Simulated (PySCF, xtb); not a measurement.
SiFCl2Br, SMILES Cl[Si](Cl)(F)Br.

Harmonic wavenumbers (cm⁻¹) from GFN2-xTB run with xtb at its own minimum, in rising order: 111, 119, 175, 198, 203, 382, 544, 577, 836.

### Question
What does ωB97X-D3(BJ)/def2-SVP in PySCF give at its own minimum? (Estimate from the structure and the level; the computed values follow.)

### Answer
137, 148, 215, 239, 266, 418, 610, 663, 948. Paired by order, the mean absolute difference is 56 cm⁻¹ and the zero-point energies are 4.5 and 5.2 kcal/mol.
